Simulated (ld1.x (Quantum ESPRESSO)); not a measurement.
## arsenic, TM: configuration errors across variants

As (Z = 33), norm-conserving Troullier–Martins (Kleinman–Bylander form), made with ld1.x (Quantum ESPRESSO) 7.5 (LDA (PZ), scalar-relativistic). Core [Ar] 3d10, reference 4s2 4p2.5 (charge +0.5). Waves: 4s (bound): rc 1.60 bohr; 4p (bound): rc 1.65 bohr. Local part: the p channel. Core correction: a·sin(br)/r model core inside 1.55 bohr.

All-electron excitation energies from the reference (eV): (1) 4s2 4p3 -3.637; (2) 4s2 4p2 5.689; (3) 4s2 4p1 23.851; (4) 4s0 4p5 15.569; (5) 4s2 4p0 51.891; (6) 4s2 4p3.3 -4.915; (7) 4s1 4p0 103.005; (8) 4s2 4p2.5 spin -1.025; (9) 4s2 4p3 spin -4.961.

Spin tests fill each open shell by Hund’s rule, majority spin first.

A true bound ghost makes a file unfit for plane-wave use even where its test errors are small: the radial tests pick states by their node count and pass the ghost by.

Errors AE − PS in meV (a dash: test not solved or not reliable):

| change | (1) | (2) | (3) | (4) | (5) | (6) | (7) | (8) | (9) | bound ghosts |
| --- | --- | --- | --- | --- | --- | --- | --- | --- | --- | --- |
| base | +0.3 | -1.7 | -19 | -11 | -84 | +0.2 | -260 | +25 | +30 | none |
| wave 4s (bound): rc 1.60 bohr becomes 4s (bound): rc 1.08 bohr | +0.4 | -1.4 | -13 | -15 | -58 | +0.5 | -235 | +26 | +32 | s |
| wave 4s (bound): rc 1.60 bohr becomes 4s (bound): rc 1.22 bohr | +0.3 | -1.6 | -17 | -23 | -77 | +0.3 | -259 | +26 | +31 | s |
| wave 4s (bound): rc 1.60 bohr becomes 4s (bound): rc 1.48 bohr | +0.3 | -1.7 | -19 | -11 | -84 | +0.2 | -260 | +25 | +30 | none |
| wave 4s (bound): rc 1.60 bohr becomes 4s (bound): rc 1.62 bohr | +0.3 | -1.7 | -19 | -11 | -84 | +0.2 | -260 | +25 | +30 | none |
| wave 4s (bound): rc 1.60 bohr becomes 4s (bound): rc 2.02 bohr | +0.4 | -1.5 | -15 | -43 | -67 | +0.4 | -267 | +27 | +32 | none |
| wave 4s (bound): rc 1.60 bohr becomes 4s (bound): rc 2.20 bohr | +0.5 | -1.2 | -11 | -70 | -49 | +0.6 | -270 | +29 | +34 | none |
| wave 4s (bound): rc 1.60 bohr becomes 4s (bound): rc 2.38 bohr | +0.7 | -0.7 | -3.2 | -124 | -12 | +1.1 | -275 | +32 | +38 | none |

Question: Give the same row for: wave 4s (bound): rc 1.60 bohr becomes 4s (bound): rc 1.76 bohr.

Answer: +0.3, -1.7, -19, -15, -82, +0.2, -262, +25, +30; bound ghosts: none.
